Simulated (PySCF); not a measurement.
Species: C5H4F2.
Z-matrix (Å and degrees, GFN2-xTB geometry), rows numbered from 1:
```
F 
C   1  1.3643
F   2  1.3642  1  104.94
C   2  1.4894  1  111.57  3   120.93
C   4  1.3151  2  122.08  1   121.35
C   5  1.4429  4  152.82  2   179.95
C   6  1.3255  5   62.77  4  -179.94
H   2  1.1009  1  107.46  3  -114.18
H   4  1.0785  2  115.88  1   -58.70
H   6  1.0625  5  147.69  7   179.97
H   7  1.0629  5  148.26  6  -179.91
```

Method: TDDFT PBE0/def2-SVPD, vertical, gas phase, core orbitals frozen in the response (PySCF 2.14.0, density-fitted response routines).

Frontier orbitals with the atoms that hold most of them (Löwdin shares over 4%, at most four atoms; ? is withheld):

```csv
orbital,ε (eV),atoms
LUMO+2,0.77,"C5 32%, C4 20%, C6 10%, C7 8%"
LUMO+1,0.75,"C7 34%, C6 21%, H11 18%, H10 8%"
LUMO,-1.22,"C7 40%, C6 39%, C5 8%, H11 7%"
HOMO,-6.83,?
HOMO-1,-9.00,?
HOMO-2,-10.07,"C5 18%, F1 17%, F3 17%, C7 12%"
HOMO-3,-10.95,"F1 47%, F3 47%"
```

Which atoms hold the HOMO, and with what shares?

C4 (bonded to 2 C and H) 38%; C5 (bonded to 3 C) 24%; C7 (bonded to 2 C and H) 12%; C6 (bonded to 2 C and H) 12%.

Give the leading atoms of the HOMO-1.

C4 (bonded to 2 C and H) 15%; C2 (bonded to C, 2 F and H) 15%; C5 (bonded to 3 C) 13%; F1 (bonded to C) 12%. By element: carbon 43% or more, fluorine 12% or more.

The HOMO–LUMO gap is 5.60 eV. Where does the response calculation put the lowest singlet, and from which orbitals?

S1 is at 4.46 eV (f = 0.012), 1.14 eV below the gap, made of HOMO→LUMO (99%). Without the coupling terms of the response equations the lowest excitation would equal the gap.

One configuration dominates each of S1 and S2. Which, and how do the shares of the two leading atoms of either orbital change from the occupied to the empty one?

- S1 (4.46 eV, f 0.012), HOMO→LUMO (99%): C4 38% → at most 7%, C5 24% → 8%, C7 12% → 40%, C6 12% → 39%
- S2 (6.20 eV, f 0.0001), HOMO-1→LUMO (84%): C4 15% → at most 7%, C2 15% → at most 7%, C7 at most 12% → 40%, C6 at most 12% → 39%

Time: 16 s wall. Hardware: one thread, x86-64 server, no GPU, on a shared host.

One conformer stands for the species.
